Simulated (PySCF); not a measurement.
Run record: geometry optimisation, `[Cl][Sn]([Cl])([Cl])[Cl]`.

Method: PBE0-D3(BJ)/def2-SVP geometry optimisation, gas phase, def2 core potentials past Kr (PySCF 2.14.0). Start geometry: GFN2-xTB. The input is one job of a driver script: a line of settings, then coordinates in Å.

Input:
```
{"job": {"xc": "PBE0", "basis": "def2-SVP", "d3": "d3bj", "grid": 1, "maxiter": 30, "shake": 0.03, "kind": "geom"}, "charge": 0, "multiplicity": 1}
Sn     0.059930    -0.075840     0.011360
Cl    -0.006120    -0.031490     2.311030
Cl     2.120820     0.003220    -0.808040
Cl    -1.000330     1.901680    -0.763820
Cl    -1.099450    -1.908050    -0.812650
```

Output:
```
step   0  E = -2054.09797911  max force = 0.041584
step   1  E = -2054.10241221  max force = 0.002728
step   2  E = -2054.10259409  max force = 0.001348
step   3  E = -2054.10262106  max force = 0.000576
step   4  E = -2054.10262661  max force = 0.000443
step   5  E = -2054.10262397  max force = 0.000830
step   6  E = -2054.10265534  max force = 0.000578
step   7  E = -2054.10268407  max force = 0.000247
step   8  E = -2054.10268438  max force = 0.000154
optimisation converged
```

Energies in Eh; «max force» is the largest Cartesian gradient component in Eh/bohr.

Question: How much energy does the optimisation release, in eV?

Answer: E(step 0) − E(last step) = 0.004705 Eh, which is 0.128 eV.

Question: Give the first gradient maximum in eV/Å.

Answer: With 1 Eh/bohr = 51.422 eV/Å, 2.138 eV/Å.

In short: final energy -2054.10268 Eh after 8 steps; dipole 0.07 D.

Question: Give the final coordinates.

Answer: 0.061 Å rms from the input after alignment:
```
atom  x, y, z in Å
Sn1    0.0160   -0.0176   -0.0032
Cl2   -0.1563   -0.1222    2.3039
Cl3    2.2456   -0.0008   -0.6226
Cl4   -1.0158    1.8946   -0.8022
Cl5   -1.0147   -1.8645   -0.9379
```

Question: Estimate the wall time. Hardware: AMD EPYC 7R43, one thread, shared host with 256 logical CPUs at a one-minute load of 114. And the peak memory of the process?

Answer: About 40 s, with 0.41 GiB resident at the peak, the Python interpreter and its libraries included.
Labels such as C1 count atoms from 1, the log's own numbers from 0.
